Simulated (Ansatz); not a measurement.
Compare A (`C=C(C)B(C)F`) with its isomer B (`C=CB(F)CC`).

Calculated with Ansatz (gas phase, PBE0-D4/def2-TZVP geometries, no zero-point term in ΔE). CBS: MP2 limit from def2 TZ/QZ plus the TZ coupled-cluster correction, frozen cores. DFT in def2-TZVPP. B3LYP here is the variant with VWN-RPA as its local correlation; programs differ in this. Each species was taken in one conformer, which may not be the lowest.

(1) Which isomer does CCSD(T)/CBS put lower? Give the gap. (An estimate is asked.)

(2) Give E(B) − E(A) in kJ/mol with ωB97M-V, B3LYP-D4, CCSD/def2-TZVPP, PBE-D4, PBE0-D4, MP2/def2-TZVPP, HF/def2-TZVPP. (An estimate is asked.)

Largest T1 diagnostic: 0.012.

## Answers

(1) Ansatz gave: A, by 17.9 kJ/mol.

(2) The calculation gave: ωB97M-V 18.4, B3LYP-D4 19.1, CCSD/def2-TZVPP 16.5, PBE-D4 21.1, PBE0-D4 19.9, MP2/def2-TZVPP 20.1, HF/def2-TZVPP 12.2. None reverses the order clearly.

In def2-TZVPP, CCSD(T) changes the Hartree–Fock value by +5.5 kJ/mol (the triples alone add +1.2 kJ/mol) and MP2 by +7.9 kJ/mol.
